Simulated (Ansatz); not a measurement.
`[F][In]([SH])[Br]` + H₂S → `[F][In]([SH])[SH]` + HBr at 500 K and 1 bar (ligand exchange at the In–Br bond).

Program: Ansatz. Geometries: PBE0-D4/def2-TZVP. ΔE: electronic, gas phase. CCSD(T)/CBS is the MP2 limit (def2-TZVPP, def2-QZVPP) plus CCSD(T) − MP2 in def2-TZVPP, frozen cores. This one scheme is used for every species. def2 core potentials past Kr. For Br, In outer-core shells are correlated without core-valence functions, which leaves a few kJ/mol of doubt a bond. Scalar relativity is left out up to krypton. One conformer a species, not always the lowest.

```tsv
species	CCSD(T)/CBS energy (Eh)	H − E (kJ/mol)	S (J/(mol·K))
`[F][In]([SH])[Br]`	-3261.42177	69.2	414.0
H₂S	-398.97279	57.0	224.0
`[F][In]([SH])[SH]`	-1086.46010	95.2	420.3
HBr	-2573.91920	30.5	213.7
```

H − E and S are ideal-gas, rigid-rotor, harmonic terms from PBE0-D4/def2-TZVP, for one conformer and one mirror image of each species. 1 Eh = 2625.50 kJ/mol, R = 8.31446 J/(mol·K).

Task: By hand: ΔE, ΔH, ΔS and ΔG.

Result: ΔE = (-1086.46010) + (-2573.91920) − (-3261.42177) − (-398.97279) = 0.01526 Eh = 40.1 kJ/mol. Δ(H − E) = 95.2 + 30.5 − 69.2 − 57.0 = -0.5, so ΔH = 39.6 kJ/mol. ΔS = 420.3 + 213.7 − 414.0 − 224.0 = -4.0 J/(mol·K). ΔG = 39.6 − 500 × (-4.0)/1000 = 41.6 kJ/mol.

Task: By hand: the equilibrium constant, and the temperature at which ΔG would vanish if ΔH and ΔS stayed fixed.

Result: log₁₀ K = −ΔG/(RT ln 10) = -4.3. ΔH and −TΔS have one sign here, so there is no such temperature. One of them is within its doubt of zero, so this could turn.

The number of gas molecules stays the same, so ΔS is small and ΔH decides. A doubt of 5 kJ/mol in ΔE shifts log₁₀ K by 0.5 here. Other conformers and mirror images would add mixing entropy, several J/(mol·K) or more a flexible species. These are equilibria of isolated gas molecules and say nothing of rates. Largest T1 diagnostic: 0.015 (customary marks: 0.02 for closed shells, 0.045 for open ones).
